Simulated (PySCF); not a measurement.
## Radial density of In²⁵⁺ (indium, charge +25)

PBEsol, [Ar] 3d6, high-spin 5D determinant. Computed with PySCF 2.14 in an even-tempered Gaussian basis (19 s from 3.1 bohr⁻², ratio 2.5; 12 p from 4.1 bohr⁻², ratio 2.5; 8 d from 4.1 bohr⁻², ratio 2.5; 4 f from 17 bohr⁻², ratio 2.7; 3 g from 26 bohr⁻², ratio 2.7), with scalar relativity by spin-free X2C-1e.

```csv
r (bohr),4πr²ρ (e/bohr),4πr²(ρα − ρβ)
0.0206,63.48,-0.0014
0.0346,55.40,0.0288
0.0582,62.61,0.3714
0.0978,77.67,2.7347
0.165,47.38,10.1783
0.277,51.77,13.8478
0.466,17.91,3.9258
0.783,0.3316,0.0812
1.32,0.0001805,0.0001
```

Densities and radii are taken from the X2C orbitals without a picture-change correction, which distorts them close to the nucleus.

Spin-orbit coupling, absent here, splits the open shell strongly.
